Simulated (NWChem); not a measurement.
System: hydrogen telluride (H$_{2}$Te); SMILES [TeH2]

Input file for NWChem:

```
start job
memory heap 200 mb stack 900 mb global 1100 mb
geometry units angstroms noautoz
  Te     0.000000     0.000000     0.037872
  H      0.000000    -1.178491    -1.135270
  H      0.000000     1.178491    -1.135270
end
basis spherical
  * library def2-svp
end
ecp
  Te library def2-ecp
end
dft
  xc xwpbe 1.00 cpbe96 1.0 hfexch 1.00
  cam 0.25 cam_alpha 0.0 cam_beta 1.0
  iterations 150
  vectors input atomic output neutral.movecs
end
task dft energy
charge 1
dft
  odft
  mult 2
  vectors input atomic output cation.movecs
end
task dft energy
```

NWChem printed, in part:

```
             Northwest Computational Chemistry Package (NWChem) 7.3.0
             --------------------------------------------------------

 C2V symmetry detected

                             Geometry "geometry" -> ""
                             -------------------------

 Output coordinates in angstroms (scale by  1.889725989 to convert to a.u.)

  No.       Tag          Charge          X              Y              Z
 ---- ---------------- ---------- -------------- -------------- --------------
    1 Te                  52.0000     0.00000000     0.00000000     0.04344970
    2 H                    1.0000     1.17849100     0.00000000    -1.12969230
    3 H                    1.0000    -1.17849100     0.00000000    -1.12969230

 Effective nuclear repulsion energy (a.u.)      33.3207680772

      Symmetry information
      --------------------

 Group name             C2v
 Group number             16
 Group order               4
 No. of unique centers     2

 Summary of "ao basis" -> "ao basis" (spherical)
 ------------------------------------------------------------------------------
       Tag                 Description            Shells   Functions and Types
 ---------------- ------------------------------  ------  ---------------------
 Te                         def2-svp                10       26   4s4p2d
 H                          def2-svp                 3        5   2s1p

      Symmetry analysis of basis
      --------------------------

        a1         16
        a2          3
        b1         10
        b2          7

            General Information
            -------------------
          SCF calculation type: DFT
          Wavefunction type:  closed shell.
          No. of atoms     :     3
          No. of electrons :    26
           Alpha electrons :    13
            Beta electrons :    13
          Charge           :     0
          Spin multiplicity:     1
          Use of symmetry is: on ; symmetry adaption is: on
          Maximum number of iterations: 150
          AO basis - number of functions:    36
                     number of shells:    16
          Convergence on energy requested:  1.00D-06
          Convergence on density requested:  1.00D-05
          Convergence on gradient requested:  5.00D-04

              XC Information
              --------------
                     Hartree-Fock (Exact) Exchange  1.000
                     LC-wPBE(h)Exchange Functional  1.000
            Perdew 1991 LDA Correlation Functional  1.000 local
           PerdewBurkeErnz. Correlation Functional  1.000 non-local

           Range-Separation Parameters
           ---------------------------
           Alpha           :  0.00
           Beta            :  1.00
           Gamma           :  0.25
           Short-Range HF  :     F

             Grid Information
             ----------------
          Grid used for XC integration:  medium
          Radial quadrature: Mura-Knowles
          Angular quadrature: Lebedev.
          Tag              B.-S. Rad. Rad. Pts. Rad. Cut. Ang. Pts.
          ---              ---------- --------- --------- ---------
          Te                  1.40      123           7.0       590
          H                   0.35       45           8.0       434
          Grid pruning is: on
          Number of quadrature shells:   168
          Spatial weights used:  Erf1

      Superposition of Atomic Density Guess
      -------------------------------------

 Sum of atomic energies:        -312.22227642

      Non-variational initial energy
      ------------------------------

 Total energy =    -268.013743
 1-e energy   =    -498.385886
 2-e energy   =     214.872434
 HOMO         =      -0.255666
 LUMO         =       0.030787

      Symmetry analysis of molecular orbitals - initial
      -------------------------------------------------

  Numbering of irreducible representations:

     1 a1          2 a2          3 b1          4 b2

  Orbital symmetries:

     1 a1          2 b1          3 a1          4 b2          5 b1
     6 a1          7 a1          8 a2          9 b2         10 a1
    11 b1         12 a1         13 b2         14 b1         15 a1
    16 a1         17 b1         18 a1         19 a1         20 b2
    21 a2         22 b2         23 b1

   convergence    iter        energy       DeltaE   RMS-Dens  Diis-err
 ---------------- ----- ----------------- --------- --------- ---------
 d= 0,ls=0.0,diis     1   -269.1987199756 -2.85D+02  1.07D-02  9.26D-02
 d= 0,ls=0.0,diis     2   -269.2140802500 -1.54D-02  2.99D-03  8.37D-03
 d= 0,ls=0.0,diis     3   -269.2154272069 -1.35D-03  7.85D-04  5.28D-04
 d= 0,ls=0.0,diis     4   -269.2155363844 -1.09D-04  2.21D-04  2.87D-05
 d= 0,ls=0.0,diis     5   -269.2155408736 -4.49D-06  6.03D-05  1.98D-06
 d= 0,ls=0.0,diis     6   -269.2155412991 -4.25D-07  1.81D-05  4.09D-08
 d= 0,ls=0.0,diis     7   -269.2155413195 -2.04D-08  8.37D-07  2.81D-10

         Total DFT energy =     -269.215541319532
      One electron energy =     -499.224420354433
           Coulomb energy =      235.997270065129
    Exchange-Corr. energy =      -21.488099629133
 Nuclear repulsion energy =       15.499708598905

 Numeric. integr. density =       26.000023835599

                  Occupations of the irreducible representations
                  ----------------------------------------------

                     irrep           alpha         beta
                     --------     --------     --------
                     a1                6.0          6.0
                     a2                1.0          1.0
                     b1                3.0          3.0
                     b2                3.0          3.0

                       DFT Final Molecular Orbital Analysis
                       ------------------------------------

[...]
```

Level: LC-wPBE (HJS exchange hole, range parameter 0.25 per bohr)/def2-SVP with def2 effective core potentials on Te, vertical spin-unrestricted ions. Structure relaxed at the PBE0/def2-SVP level. def2 effective core potentials on Te; no spin-orbit coupling.
